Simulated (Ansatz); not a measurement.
`F[Si](Cl)(Cl)[GeH3]` + HCl → `F[Si](Cl)(Cl)Cl` + GeH₄ at 400 K and 1 bar (cleavage of the Si–Ge bond).

Gas-phase electronic energies from Ansatz, PBE0-D4/def2-TZVP geometries. CBS: MP2 limit from def2 TZ/QZ plus the TZ coupled-cluster correction, frozen cores. This one scheme is used for every species. For Ge outer-core shells are correlated without core-valence functions, which leaves a few kJ/mol of doubt a bond. Scalar relativity is left out up to krypton.

```tsv
species	CCSD(T)/CBS energy (Eh)	H − E (kJ/mol)	S (J/(mol·K))
`F[Si](Cl)(Cl)[GeH3]`	-3386.51611	116.4	423.1
HCl	-460.38127	29.6	195.4
`F[Si](Cl)(Cl)Cl`	-1768.43208	50.3	358.0
GeH₄	-2078.49493	93.6	231.8
```

H − E and S are ideal-gas, rigid-rotor, harmonic terms from PBE0-D4/def2-TZVP. 1 Eh = 2625.50 kJ/mol, R = 8.31446 J/(mol·K).

By hand: ΔE, ΔH, ΔS and ΔG.

ΔE = (-1768.43208) + (-2078.49493) − (-3386.51611) − (-460.38127) = -0.02963 Eh = -77.8 kJ/mol. Δ(H − E) = 50.3 + 93.6 − 116.4 − 29.6 = -2.1, so ΔH = -79.9 kJ/mol. ΔS = 358.0 + 231.8 − 423.1 − 195.4 = -28.7 J/(mol·K). ΔG = -79.9 − 400 × (-28.7)/1000 = -68.4 kJ/mol.

By hand: the equilibrium constant, and the temperature at which ΔG would vanish if ΔH and ΔS stayed fixed.

log₁₀ K = −ΔG/(RT ln 10) = 8.9. ΔG = 0 at ΔH/ΔS = 2784 K, far beyond where these terms or the molecules hold.

ΔH outweighs TΔS. A doubt of 5 kJ/mol in ΔE shifts log₁₀ K by 0.7 here. These are equilibria of isolated gas molecules and say nothing of rates. Largest T1 diagnostic: 0.012 (customary marks: 0.02 for closed shells, 0.045 for open ones).
